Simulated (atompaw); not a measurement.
## Reading a pseudo-wave (Sb (Z = 51))

Columns: radius, all-electron u(r) and pseudo u(r) of the 5s shell (level -13.04 eV) of antimony in the configuration [Kr] 4d10 5s1.75 5p3.25; PBE, scalar-relativistic, PAW (atompaw) scheme, atompaw 4.2.0.5.

```csv
r (bohr),all-electron,pseudo
0.090,-0.1603,0.0763
0.181,0.1490,0.1526
0.271,0.2337,0.2264
0.362,0.0445,0.2987
0.452,-0.1873,0.3671
0.542,-0.3375,0.4319
0.633,-0.3782,0.4930
0.723,-0.3267,0.5488
0.813,-0.2156,0.5994
0.904,-0.0725,0.6450
0.994,0.0775,0.6846
1.085,0.2231,0.7187
1.175,0.3529,0.7468
1.265,0.4644,0.7692
1.356,0.5574,0.7863
1.446,0.6302,0.7978
1.537,0.6859,0.8045
1.627,0.7251,0.8064
1.717,0.7507,0.8039
1.808,0.7646,0.7974
1.898,0.7685,0.7872
1.988,0.7642,0.7738
2.079,0.7530,0.7571
2.169,0.7365,0.7378
2.260,0.7156,0.7158
2.350,0.6917,0.6917
```

Problem. How many radial nodes do the two functions have?

Solution. The all-electron 5s function has n − l − 1 = 4 (the table is too coarse to show those close to the nucleus); the pseudo-wave has 0, since the states of the same l below it are removed with the core.

Problem. Is the pseudo-wave norm-conserving?

Solution. No, it belongs to a PAW set: the norm inside the radius is not constrained, and the difference is carried by the augmentation charge.
